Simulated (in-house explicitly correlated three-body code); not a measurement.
Computed with an exponentially correlated three-body code. Model: two electrons around a point charge, non-relativistic, variational in 260 exponentially correlated functions (energies converged to about 1e-7 hartree, or 1e-8 relative for large Z), ground state as one setting changes.

Given: nuclear charge 3.

| Yukawa screening of all interactions (1/bohr) | ground energy (hartree) | binding of second electron (eV) | mean radius (bohr) | mean distance of electrons (bohr) | mean cosine of angle |
| --- | --- | --- | --- | --- | --- |
| 0.006 | -7.24995968 | 75.319 | 0.57278 | 0.86232 | -0.043632 |
| 0.015 | -7.20520205 | 74.832 | 0.57279 | 0.86234 | -0.04363 |
| 0.03 | -7.13106409 | 74.026 | 0.57284 | 0.86242 | -0.043624 |
| 0.06 | -6.98448597 | 72.432 | 0.57303 | 0.86271 | -0.043599 |
| 0.105 | ? | ? | ? | ? | ? |
| 0.15 | -6.55795573 | 67.8 | 0.57433 | 0.86471 | -0.043438 |
| 0.225 | -6.21707142 | 64.105 | 0.57617 | 0.86755 | -0.043218 |
| 0.3 | ? | ? | ? | ? | ? |
| 0.45 | -5.26850019 | 53.861 | 0.58551 | 0.88195 | -0.042189 |
| 0.6 | -4.6935911 | 47.683 | 0.59477 | 0.89625 | -0.04126 |
| 0.75 | -4.16133116 | 41.989 | 0.60649 | 0.91438 | -0.040177 |
| 0.9 | -3.66933195 | 36.751 | 0.62083 | 0.93661 | -0.038961 |
| 1.2 | -2.79802578 | 27.555 | 0.65855 | 0.9953 | -0.036178 |
| 1.5 | -2.06561344 | 19.934 | 0.71174 | 1.0785 | -0.032966 |
| 1.8 | -1.46057661 | 13.751 | 0.78756 | 1.1979 | -0.029336 |
| 2.1 | -0.97306716 | 8.8863 | 0.89963 | 1.3756 | -0.02527 |
| 2.4 | -0.594301263 | 5.2236 | 1.0763 | 1.6579 | -0.020741 |
| 2.7 | -0.316063141 | 2.6459 | 1.386 | 2.1569 | -0.015742 |

Task: What follows for Yukawa screening of all interactions = 0.3?

Result: ground energy -5.88884626 hartree; binding of second electron 60.554 eV; mean radius 0.57867 bohr; mean distance of electrons 0.87139 bohr; mean cosine of angle -0.042931.

Task: What follows for Yukawa screening of all interactions = 0.105?

Result: ground energy -6.7687829 hartree; binding of second electron 70.088 eV; mean radius 0.57355 bohr; mean distance of electrons 0.86351 bohr; mean cosine of angle -0.043534.
